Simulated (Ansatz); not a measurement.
Abridged output of a molecular run in Ansatz:

```
Functional definition: HF
1880 factors; integrals over basis functions are off by at most 1.3e-3 eV
mean field evaluation 1: about -126399.1903 eV, gradient 3.1e1 eV
mean field evaluation 2: about -126399.1936 eV, gradient 3.1e1 eV
mean field evaluation 4: about -126402.9335 eV, gradient 4.6e0 eV
mean field evaluation 8: about -126403.0198 eV, gradient 3.8e-4 eV
mean field -126403.01979662 eV, -4645.2252984819 hartree, gradient 1.2e-6 eV, S^2 0.000000; 0 other end points of the search recorded, 0 dependent functions left out
30 core orbitals not correlated: weight in the atoms' cores, before any rotation towards them, 1.000 or more for the frozen orbitals, at most 0.000 for the correlated occupied ones
reference -126403.01979662 eV, -4645.2252984819 hartree; 27, 27 occupied and 131, 131 virtual orbitals, 1880 factors
second order -24.47056056 eV of doubles, -0.00000000 eV of singles
cycle   1  -25.29722754 eV  change   -8.3e-1 eV  update   1.4e-1
cycle   2  -26.30617466 eV  change    -1.0e0 eV  update   4.3e-2
cycle   3  -26.44499225 eV  change   -1.4e-1 eV  update   2.0e-2
cycle   4  -26.43449638 eV  change    1.0e-2 eV  update   5.5e-3
cycle   5  -26.43261867 eV  change    1.9e-3 eV  update   2.3e-3
cycle   6  -26.43178778 eV  change    8.3e-4 eV  update   8.1e-4
cycle   7  -26.43149902 eV  change    2.9e-4 eV  update   3.4e-4
cycle   8  -26.43160097 eV  change   -1.0e-4 eV  update   1.2e-4
cycle   9  -26.43165779 eV  change   -5.7e-5 eV  update   4.5e-5
perturbative correction -0.89999092 eV, -0.0330740564 hartree
Total energy: -126430.35144533 eV, -4646.2297180458 hartree
```

Its atoms:

```xyz
18

Si    1.534    1.097   -1.004
Si   -0.774    1.194   -1.422
B    -1.644    0.450    0.255
C    -1.062   -0.747    0.953
Ga    0.421    0.419    1.774
Ge   -0.207   -2.209   -0.011
H     2.364    0.307   -1.950
H     1.731    0.306    0.302
H     2.197    2.395   -0.725
H    -1.104    2.614   -1.723
H    -1.025    0.398   -2.658
H    -2.541    1.076    0.752
H    -1.604   -1.124    1.826
H     0.305    1.986    1.744
H     1.337   -0.357    2.773
H    -1.265   -3.236   -0.452
H     0.479   -1.644   -1.273
H     0.858   -2.925    0.840
```

Q: Which basis set was used?
A. cc-pV(Q+d)Z
B. def2-QZVPP
C. def2-SVP
D. cc-pV(T+d)Z

A: C. It gives 188 functions.

Q: Write the keys of the input that set method, charge and spin (a neutral closed shell needs none for the last two).

A: 
```yaml
correlation: {method: ccsd_t}
```
